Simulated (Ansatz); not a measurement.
Ideal-gas functions of ClMnO3 (`[O]=[Mn](=[O])(=[O])[Cl]`) at 600 K and 1 bar, from an Ansatz frequency run at PBE0-D4/def2-TZVP.

Molar mass 138.39 g/mol, point group C3v (symmetry number 3), electronic degeneracy 1, moments of inertia 103.851, 198.988, 198.988 u Å². Harmonic wavenumbers (cm⁻¹, unscaled): 237, 237, 345, 415, 416, 485, 1057, 1101, 1101.

Use S(trans) = R[1.5 ln M + 2.5 ln T − 1.1517]; rotational temperatures θ = 24.2544 K / I; S(rot) = R[ln(√π/σ · √(T³/θAθBθC)) + 1.5]; for each mode x = 1.438777 ν̃/T, S = R[x/(eˣ − 1) − ln(1 − e⁻ˣ)] and H = RT x/(eˣ − 1); 1 cm⁻¹ = 0.0119627 kJ/mol; R = 8.31446 J/(mol·K).

Problem. By hand: the entropy, in J/(mol·K).

Solution. Translation 184.9. Rotation: θ = 0.2335, 0.1219, 0.1219 K, giving 111.4. Vibration, mode by mode: 13.12, 13.12, 10.12, 8.69, 8.67, 7.51, 2.50, 2.30, 2.30, in all 68.4. Electronic 0.0. Sum 364.7 J/(mol·K).

Problem. By hand: H − E and G − E in kJ/mol, counted from the electronic energy.

Solution. Zero-point energy ½ × 5394 × 0.0119627 = 32.3; thermal vibration 22.2; translation, rotation and pV give 4 RT = 20.0. H − E = 74.5 kJ/mol, and G − E = 74.5 − 600 × 364.7/1000 = -144.3 kJ/mol.

Vibration gives 19 % of the entropy.
